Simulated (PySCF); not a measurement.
Species: C9H16P (charge -1).
Geometry (PBE0-D3(BJ)/def2-SVP, Å), atoms numbered from 1 in this order:
```xyz
26
C9H16P angstrom
C      3.3724    0.5547    0.6017
C      2.7821   -0.5606   -0.2554
C      3.5276   -1.8729   -0.0277
C      1.2775   -0.7071   -0.0184
P      0.2931    0.7847   -0.6173
C     -1.3044    0.3170   -0.0058
C     -1.7836   -0.7831    0.6627
C     -3.2420   -0.6617    1.0096
C     -3.7115    0.4421    0.0516
C     -2.4606    1.2969   -0.1684
H      2.7861    1.4770    0.4659
H      4.4313    0.7504    0.3567
H      3.3170    0.2840    1.6718
H      2.9193   -0.2739   -1.3169
H      3.1398   -2.6718   -0.6811
H      3.4024   -2.2119    1.0158
H      4.6111   -1.7725   -0.2180
H      0.9192   -1.6257   -0.5250
H      1.1005   -0.8767    1.0643
H     -1.1714   -1.6315    0.9812
H     -3.8237   -1.5966    0.8802
H     -3.4183   -0.3512    2.0677
H     -4.5801    1.0152    0.4248
H     -4.0059   -0.0198   -0.9067
H     -2.3823    2.0883    0.6025
H     -2.4493    1.8102   -1.1453
```

Level: PBE0/pcSseg-1 in PySCF, non-relativistic, on one gas-phase PBE0-D3(BJ)/def2-SVP geometry that isn't relaxed in the solvent. The solvent is an IEF-PCM continuum (Bondi radii, 1.10 Å for H, scaled by 1.2). The model holds no explicit solvent molecules, cavitation or dispersion.

```json
{"run": "gas", "E − E(gas) (kcal/mol)": "0.00", "HOMO (eV)": "0.63", "HOMO–LUMO gap (eV)": "4.04"}
{"run": "P", "E − E(gas) (kcal/mol)": "-54.00", "HOMO (eV)": "-3.75", "HOMO–LUMO gap (eV)": "5.05"}
{"run": "Q", "E − E(gas) (kcal/mol)": "-51.53", "HOMO (eV)": "-3.56", "HOMO–LUMO gap (eV)": "5.02"}
```

**Question.** The runs were made in acetone and water. Which run belongs to which solvent?

**Answer.** P = water, Q = acetone. The dielectric constants are 20.49 (acetone), 78.36 (water), and the energy falls further as ε rises. In this model the ground state sees the solvent through ε alone.

**Question.** How constant is the ratio of the lowering to 1 − 1/ε?

**Answer.** 
```json
{"solvent": "acetone", "1 − 1/ε": "0.951", "E − E(gas) (kcal/mol)": "-51.53", "ratio (kcal/mol)": "-54.2", "polarisation term (kcal/mol)": "-56.24"}
{"solvent": "water", "1 − 1/ε": "0.987", "E − E(gas) (kcal/mol)": "-54.00", "ratio (kcal/mol)": "-54.7", "polarisation term (kcal/mol)": "-59.43"}
```

The ratio changes by +1.0 % in size from acetone to water. The polarisation term is half the interaction of the solute with the induced surface charges.

On one thread, Arm Neoverse N1 (aarch64), no GPU, on a shared host, this took 1.8 min and 1.5 GiB of memory at its peak. This is the whole shielding run at PBE0/pcSseg-1 in water, SCF included.
